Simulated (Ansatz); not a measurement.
Reaction (ligand exchange at the Si–N bond): `BN[SiH]([SiH3])S` + `[AsH3]` → `[SiH3][SiH](S)[AsH2]` + `BN`

Isolated molecules relaxed with PBE0-D4/def2-TZVP in Ansatz; ΔE leaves out vibrations. CCSD(T)/CBS is the MP2 limit (def2-TZVPP, def2-QZVPP) plus CCSD(T) − MP2 in def2-TZVPP, frozen cores. This one scheme is used for every species. Functionals use def2-TZVPP. B3LYP here is the variant with VWN-RPA as its local correlation; programs differ in this. For As outer-core shells are correlated without core-valence functions, which leaves a few kJ/mol of doubt a bond. Scalar relativity is left out up to krypton. One conformer a species, not always the lowest.

`BN[SiH]([SiH3])S`:

Z-matrix (Å, degrees):
```
Si
N 1 1.746
S 1 2.142 2 112.0
Si 1 2.337 2 110.3 3 123.4
H 1 1.487 2 109.5 3 -112.0
B 2 1.398 1 126.4 3 -118.6
H 2 1.012 1 116.4 3 59.5
H 3 1.344 1 94.9 2 68.5
H 4 1.488 1 106.8 2 175.1
H 4 1.486 1 112.7 2 55.3
H 4 1.487 1 109.7 2 -67.1
H 6 1.200 2 118.9 1 -0.5
H 6 1.197 2 120.1 1 179.3
```

`[AsH3]`:

Z-matrix (Å, degrees):
```
As
H 1 1.522
H 1 1.522 2 92.0
H 1 1.522 2 92.0 3 -92.1
```

`[SiH3][SiH](S)[AsH2]`:

```xyz
11

Si    0.836   -0.322   -1.533
Si   -0.297    0.694    0.238
S     1.191    1.701    1.411
As   -1.455   -0.855    1.604
H    -0.162   -1.018   -2.389
H     1.581    0.666   -2.359
H     1.790   -1.323   -0.987
H    -1.311    1.661   -0.268
H     0.337    2.126    2.358
H    -0.326   -1.872    1.516
H    -2.184   -1.457    0.408
```

`BN`:

```xyz
6

B     0.213   -0.632    0.144
N    -0.219    0.650   -0.148
H     1.263   -1.005   -0.294
H    -0.474   -1.335    0.827
H    -1.089    1.028    0.186
H     0.307    1.294   -0.714
```

| level | ΔE (kJ/mol) | difference from CCSD(T)/CBS |
| --- | --- | --- |
| r2SCAN-D4 | 7.1 | -3.4 |
| B3LYP-D4 | 9.9 | -0.6 |
| PBE | -2.4 | -12.9 |
| PBE0 | 1.0 | -9.5 |
| B3LYP | 9.4 | -1.1 |
| CCSD/def2-TZVPP | 15.4 | 4.9 |
| CCSD(T)/def2-TZVPP | 13.9 | 3.4 |
| MP2/def2-QZVPP | 9.3 | -1.2 |
| SCS-MP2/def2-QZVPP | 13.9 | 3.4 |
| HF/CBS(def2) | 23.3 | 12.8 |
| CCSD(T)/CBS | 10.5 | 0 |

Largest T1 diagnostic among the species: 0.013.

From PBE to PBE0 (25 % exact exchange), in def2-TZVPP and without D4, ΔE moves by +3.4 kJ/mol. In def2-TZVPP, CCSD(T) changes the Hartree–Fock value by −7.8 kJ/mol (the triples alone add −1.5 kJ/mol) and MP2 by −10.8 kJ/mol.
